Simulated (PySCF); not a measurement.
# Static response to an electric field

Compound: C5H7ClSSi.
Structure used (GFN2-xTB), in Å, numbered top down from 1:
```
atom  x, y, z in Å
C1    -2.5696    0.8294    0.0224
Si2   -1.5332   -0.7470   -0.1730
C3     0.2891   -0.2731   -0.1420
C4     1.2968   -0.7959    0.6104
C5     2.5547   -0.2110    0.3408
Cl6    4.0047   -0.6765    1.1422
C7     2.5047    0.7546   -0.6159
S8     0.9061    0.9578   -1.1989
H9    -2.2949    1.5702   -0.7238
H10   -3.6286    0.6189   -0.0930
H11   -2.4276    1.2803    1.0010
H12   -1.7463   -1.6837    0.9337
H13   -1.8190   -1.3928   -1.4598
H14    1.1526   -1.5723    1.3385
H15    3.3061    1.3490   -1.0045
```

Level: PBE0/def2-SVPD (PySCF), static field, nuclei fixed, core orbitals frozen in the response. The polarisability tensor in these axes (au):

```
x   150.86  -2.55  12.64
y    -2.55 100.98 -16.16
z    12.64 -16.16  98.98
```

Task: Give the principal values, the mean and the anisotropy Δα = √{½[(α1 − α2)² + (α2 − α3)² + (α1 − α3)²]}.

Result: Principal values 82.93, 113.36 and 154.53 au; mean 116.94 au = 17.33 Å³ = 19.28 × 10⁻⁴⁰ C²·m²/J; Δα = 62.24 au (53 % of the mean).

Task: What is the dipole moment, and where does it point?

Result: (-1.51, 0.61, -0.28) D, 1.65 D in size, pointing from the negative to the positive side. Measured along this direction, the outermost atoms are Cl6 at the negative end and H10 at the positive end.

Task: Refractivity n − 1 of an ideal gas of it at 273.15 K and 1 atm, from the electronic α?

Result: N = p/kT = 2.6868 × 10¹⁹ cm⁻³, so n − 1 = 2π × N × 17.33 × 10⁻²⁴ cm³ = 2925 × 10⁻⁶ at long wavelengths.

Task: Form Σ f/ω² (atomic units) for the 8 lowest TDDFT singlets, given as eV and f, and set it beside the mean polarisability, which is this sum over all singlets: 5.22, 0.0760; 5.70, 0.0798; 5.74, 0.0712; 6.22, 0.0009; 6.33, 0.0007; 6.56, 0.0047; 6.64, 0.0022; 6.69, 0.0131.

Result: They add up to 5.84 au, 5.0 % of the 116.94 au; the largest single term is 2.07 au, from the state at 5.22 eV. Terms in order: 2.07, 1.82, 1.60, 0.02, 0.01, 0.08, 0.04, 0.22 au. Higher excitations give the rest. The strengths listed sum to 0.248.

Task: Orientational against electronic polarisability at 350 K (dilute gas, rigid molecules)?

Result: In Gaussian units μ²/3kT = 18.87 Å³ against 17.33 Å³, a ratio of 1.09; the Debye molar polarisation (4π/3)N_A(α + μ²/3kT) is 91.3 cm³/mol, leaving out the vibrational part.

Task: Rayleigh depolarisation ratio (linearly polarised light, static tensor)?

Result: ρ = 3Δα²/(45ᾱ² + 4Δα²) = 11622.7/(615391 + 15496.9) = 0.0184.

Isolated species at its GFN2-xTB geometry (one conformer only).
